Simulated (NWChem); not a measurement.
BeH2SO; SMILES [OH][Be][SH]

```xyz
5

Be     0.0186    -0.6694    -0.0618
O      0.0007    -2.0856    -0.1813
H     -0.0711    -2.8291     0.4299
S      0.0784     1.2366     0.0816
H     -1.2796     1.3269    -0.0201
```
Atoms are numbered in this order, from 1.

Program: NWChem. Pople sets run with spherical d functions. The geometry was optimised at PBE-D3(BJ)/def2-SVP. B3LYP is NWChem's, with the RPA form of VWN correlation. Vzz is the largest principal value of the second derivative of the potential at the nucleus (NWChem prints the opposite sign); η is the asymmetry. Non-relativistic.

```csv
level,Vzz Be1 (a.u.),η Be1,Vzz O2 (a.u.),η O2,Vzz S4 (a.u.),η S4
B3LYP/cc-pVTZ,-0.199,0.03,1.381,0.02,1.840,0.61
B3LYP/def2-TZVP,-0.187,0.04,1.384,0.01,2.041,0.62
PBE0/6-31G*,?,0.04,?,0.01,1.757,?
PBE0/cc-pVTZ,-0.200,0.02,1.364,0.01,1.763,0.64
```

Q: Some entries are withheld; supply them.

A: 
- PBE0/6-31G*, Vzz Be1 (a.u.): -0.174
- PBE0/6-31G*, Vzz O2 (a.u.): 1.352
- PBE0/6-31G*, η S4: 0.77
